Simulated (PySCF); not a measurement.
Species: C5H10OS.
Bonds: O1–S2 (double), S2–C3, C3–C4, C4–C5, C5–C6, C6–C7, S2–C7. Hydrogens: H8, H9 on C3; H10, H11 on C4; H12, H13 on C5; H14, H15 on C6; H16, H17 on C7.

The same species was optimised twice, with GFN2-xTB and with PBE0-D3(BJ)/def2-SVP (PySCF), and the same property calculations (PySCF, gas phase) were run on both structures.

```csv
coordinate,GFN2-xTB,PBE0-D3(BJ)/def2-SVP,change
O1=S2 (Å),1.464,1.502,+0.038
S2–C7 (Å),1.852,1.827,-0.025
S2–C3 (Å),1.852,1.828,-0.024
C6–C7 (Å),1.516,1.520,+0.004
C3–C4 (Å),1.516,1.520,+0.004
C4–C5 (Å),1.527,1.526,-0.001
C5–C6 (Å),1.527,1.526,-0.001
S2–C3–C4 (°),109.6,112.5,+2.9
S2–C7–C6 (°),109.6,112.4,+2.8
C3–S2–C7 (°),93.6,94.7,+1.1
C3–C4–C5 (°),111.8,112.8,+1.0
C5–C6–C7 (°),111.8,112.7,+0.9
C4–C5–C6 (°),111.9,112.7,+0.8
O1–S2–C3 (°),106.0,106.6,+0.6
O1–S2–C7 (°),106.1,106.6,+0.5
```

Rotational constants: A = 3907, B = 1885, C = 1422 MHz (GFN2-xTB) against A = 3921, B = 1849, C = 1398 MHz (PBE0-D3(BJ)/def2-SVP). Point groups within 0.08 Å: Cs and Cs.

On the GFN2-xTB structure: lowest singlet, TDDFT (eV) 5.69 [PBE0/def2-SVPD]; isotropic polarisability (au) 81.4 [PBE0/def2-SVPD]; HOMO (eV) -6.60 [PBE0/def2-SVPD]; LUMO (eV) 0.36 [PBE0/def2-SVPD]; dipole (D) 4.57 [PBE0/def2-SVPD]; HOMO (eV) -6.47 [PBE0/pcSseg-1]; LUMO (eV) 0.78 [PBE0/pcSseg-1]; dipole (D) 4.33 [PBE0/pcSseg-1]; GIAO shielding of O1 (ppm) 264.4 [PBE0/pcSseg-1]; GIAO shielding of S2 (ppm) 176.0 [PBE0/pcSseg-1]; GIAO shielding of C3/C7 (mean) (ppm) 123.8 [PBE0/pcSseg-1]; GIAO shielding of C4/C6 (mean) (ppm) 160.4 [PBE0/pcSseg-1]; GIAO shielding of C5 (ppm) 156.5 [PBE0/pcSseg-1].

**Question.** What do these properties become on the PBE0-D3(BJ)/def2-SVP structure?

**Answer.** 
```csv
property,level,on GFN2-xTB,on PBE0-D3(BJ)/def2-SVP,change
"lowest singlet, TDDFT (eV)",PBE0/def2-SVPD,5.69,5.60,-0.09
isotropic polarisability (au),PBE0/def2-SVPD,81.4,82.5,+1.1
HOMO (eV),PBE0/def2-SVPD,-6.60,-6.56,+0.04
LUMO (eV),PBE0/def2-SVPD,0.36,0.29,-0.07
dipole (D),PBE0/def2-SVPD,4.57,4.89,+0.32
"energy, GFN2-xTB geometry as zero (kcal/mol)",PBE0/def2-SVPD,0.0,-2.9,-2.9
HOMO (eV),PBE0/pcSseg-1,-6.47,-6.42,+0.05
LUMO (eV),PBE0/pcSseg-1,0.78,0.71,-0.07
dipole (D),PBE0/pcSseg-1,4.33,4.65,+0.32
"energy, GFN2-xTB geometry as zero (kcal/mol)",PBE0/pcSseg-1,0.0,-2.6,-2.6
GIAO shielding of O1 (ppm),PBE0/pcSseg-1,264.4,256.9,-7.5
GIAO shielding of S2 (ppm),PBE0/pcSseg-1,176.0,196.3,+20.3
GIAO shielding of C3/C7 (mean) (ppm),PBE0/pcSseg-1,123.8,125.9,+2.1
GIAO shielding of C4/C6 (mean) (ppm),PBE0/pcSseg-1,160.4,159.7,-0.7
GIAO shielding of C5 (ppm),PBE0/pcSseg-1,156.5,157.5,+1.0
```

The heavy atoms differ by 0.037 Å rms after alignment. Among bonds between heavy atoms O1=S2 changes most (+0.038 Å). Changes are differences of the printed values. Neither structure is proved a minimum here.
